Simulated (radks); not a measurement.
Question: Cr VII, 18 electrons, occupied as [Ar]. Method: scalar-relativistic Kohn-Sham, PBEsol, spin-unpolarised, spherical densities, point nucleus; computed with a radial shooting solver on a logarithmic mesh with Libxc functionals. Some entries of the table are withheld. Estimate them.

| orbital | occ. | eigenvalue (hartree) | <r> (bohr) |
|---|---|---|---|
| 1s | 2 | -220.0423 | (1) |
| 2s | 2 | -28.79639 | (2) |
| 2p | 6 | (3) | 0.2599 |
| 3s | 2 | -6.55573 | 0.8462 |
| 3p | 6 | -5.45652 | 0.8719 |
| 3d | 0 | -3.75567 | 0.8987 |
| 4s | 0 | -2.46682 | 1.934 |
| 4p | 0 | -2.13410 | (4) |

Answer: 
(1) 1s <r> (bohr): 0.06361
(2) 2s <r> (bohr): 0.2931
(3) 2p eigenvalue (hartree): -24.88981
(4) 4p <r> (bohr): 2.071
